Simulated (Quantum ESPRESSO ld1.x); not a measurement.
Question: Species: Os+. Configuration: [Xe] 4f14 5d6 6p1 (not the ground configuration). Calculated with ld1.x of Quantum ESPRESSO 7.5: scalar-relativistic Kohn-Sham, LDA (Slater exchange, Perdew-Zunger correlation), spin-polarised, spherical densities, point nucleus; open shells are filled with parallel spins first. Some entries of the table are withheld. Estimate them.

| orbital | occ. | eigenvalue (eV) | r(max) (bohr) | <r^2> (bohr^2) |
|---|---|---|---|---|
| 1s up | 1 | -73829.3 | 0.01103 | 0.0004337 |
| 1s down | 1 | -73829.3 | 0.01103 | 0.0004337 |
| 2s up | 1 | -12867.1 | 0.06343 | 0.006647 |
| 2s down | 1 | -12866.9 | 0.06343 | 0.006647 |
| 2p up | 3 | -11208.9 | 0.05220 | 0.005535 |
| 2p down | 3 | -11208.7 | 0.05220 | 0.005535 |
| 3s up | 1 | -3001.16 | 0.1789 | 0.04305 |
| 3s down | 1 | -3001.05 | 0.1789 | 0.04305 |
| 3p up | 3 | -2514.38 | 0.1775 | 0.04393 |
| 3p down | 3 | -2514.26 | 0.1775 | 0.04393 |
| 3d up | 5 | -1969.87 | 0.1444 | 0.03639 |
| 3d down | 5 | -1969.70 | 0.1444 | 0.03639 |
| 4s up | 1 | -640.189 | 0.4049 | 0.2108 |
| 4s down | 1 | -639.963 | 0.4049 | 0.2107 |
| 4p up | 3 | -480.479 | 0.4252 | 0.2404 |
| 4p down | 3 | -480.250 | 0.4253 | 0.2403 |
| 4d up | 5 | -282.255 | 0.4346 | 0.2773 |
| 4d down | 5 | -281.981 | 0.4346 | 0.2769 |
| 5s up | 1 | -102.044 | 0.9138 | 1.139 |
| 5s down | 1 | -100.383 | 0.9111 | 1.129 |
| 4f up | 7 | -61.9085 | 0.4049 | 0.3844 |
| 4f down | 7 | -61.4679 | 0.4048 | 0.3799 |
| 5p up | 3 | -61.4490 | 1.032 | 1.553 |
| 5p down | 3 | -59.3964 | 1.027 | 1.536 |
| 5d up | 5 | -16.6730 | 1.355 | 3.526 |
| 6s up | 0 | -15.1768 | 2.356 | 8.216 |
| 5d down | 1 | -14.2316 | 1.346 | 3.618 |
| 6s down | 0 | -13.1519 | 2.389 | 8.763 |
| 6p up | 1 | (1) | 3.033 | 14.05 |
| 6p down | 0 | (2) | 3.164 | 16.07 |
| 6d up | 0 | -2.8919 | 5.367 | 44.55 |
| 7p up | 0 | (3) | 7.792 | 81.32 |
| 6d down | 0 | -2.4319 | 6.030 | 56.93 |
| 7p down | 0 | (4) | 8.479 | 95.77 |
| 5f up | 0 | -1.1153 | 8.678 | 142.2 |
| 5f down | 0 | -1.0183 | 10.65 | 193.6 |

Answer: 
(1) 6p up eigenvalue (eV): -8.6226
(2) 6p down eigenvalue (eV): -7.1524
(3) 7p up eigenvalue (eV): -2.4607
(4) 7p down eigenvalue (eV): -2.2114
